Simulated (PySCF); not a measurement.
# Ionisation energy of La⁵³⁺ by level of theory

La⁵³⁺ [He] 2s2 (1S) → La⁵⁴⁺ [He] 2s1 (2S), as a difference of total energies. Calculation: PySCF 2.14, in an even-tempered Gaussian basis (19 s from 30 bohr⁻², ratio 2.2; 8 p from 45 bohr⁻², ratio 2.4; 5 d from 140 bohr⁻², ratio 2.4; 5 f from 200 bohr⁻², ratio 2.4; 4 g from 310 bohr⁻², ratio 2.4); scalar relativity by spin-free X2C-1e. Correlated levels: nothing frozen; virtual orbitals above 40 to 60 times the deepest correlated orbital energy dropped. The calculations carry no spin-orbit coupling.

| method | ionisation energy (eV) |
| --- | --- |
| UHF | 10799.9 |
| LDA | 10794.0 |
| PBE | 10806.3 |
| PBE0 | 10805.1 |
| r2SCAN | 10797.9 |
| TPSS | 10805.3 |
| M06-L | 10796.5 |
| MP2 (all electrons) | 10805.5 |
| SCS-MP2 (all electrons) | 10806.6 |

Question: How much does correlation contribute at MP2 (all electrons)?

Answer: 10805.5 − (10799.9) = 5.6 eV, measured against UHF.

For this ion Breit and QED terms and the two-electron picture change, all absent here, outweigh the differences among the correlated methods.

For comparison: 10789 ± 5 eV (theoretical estimate listed by NIST; NIST Atomic Spectra Database, ionization energies).
